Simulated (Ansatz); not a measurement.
```xyz
2

Al   -0.0179   -0.0021   -0.0725
H     0.0484   -0.0116    1.5535
```

Basis set: aug-cc-pVDZ (spherical functions). Correlated methods keep 5 orbitals frozen. Charge 0, multiplicity 1.

Computed with Ansatz (development build ahead of 0.2.0); each method stands on the lowest determinant of its kind that the runs found. Restricted open shells among the atoms or ions are ROHF, correlated in semicanonical orbitals with singles.

(1) Give the atomization energy at this shape (free ground-state atoms in the same class of orbitals less the molecule, no zero-point energy) of singlet AlH by RHF-MP2, RHF.

Answers

(1)

| method | atomization energy |
| --- | --- |
| RHF-MP2 | 2.82 eV |
| RHF | 2.29 eV |
